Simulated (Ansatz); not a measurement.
Reaction (ligand exchange at a Ge–F bond): `[F][Ge][F]` + `CNC` → `C[N](C)[Ge][F]` + H–F

Calculated with Ansatz (gas phase, PBE0-D4/def2-TZVP geometries, no zero-point term in ΔE). CCSD(T)/CBS adds triple-zeta CCSD(T) − MP2 to the extrapolated MP2 energy (def2 sets, frozen cores). This one scheme is used for every species. Functionals use def2-TZVPP. For Ge outer-core shells are correlated without core-valence functions, which leaves a few kJ/mol of doubt a bond. Scalar relativity is left out up to krypton. Each species was taken in one conformer, which may not be the lowest.

```
             level  ΔE (eV)
           ωB97X-V     0.50
CCSD(T)/def2-TZVPP     0.31
```

Task: What does CCSD(T)/CBS give? (Best estimate.)

Result: Computed: +0.30 eV. The listed levels differ from it by 0.20, 0.01 eV.

Largest T1 diagnostic among the species: 0.015.

Leaving LDA and LC-ωPBE aside and taking each functional with its dispersion term where it has one, the values, not all of them listed here, spread over 0.17 eV, from revPBE-D4 to B97M-V. LDA lies −0.20 eV from PBE without D4. In def2-TZVPP, CCSD(T) changes the Hartree–Fock value by −0.36 eV (the triples alone add −0.06 eV) and MP2 by −0.43 eV. At CCSD(T), def2-SVP lies +0.05 eV from the extrapolated value and def2-TZVPP +0.01 eV.
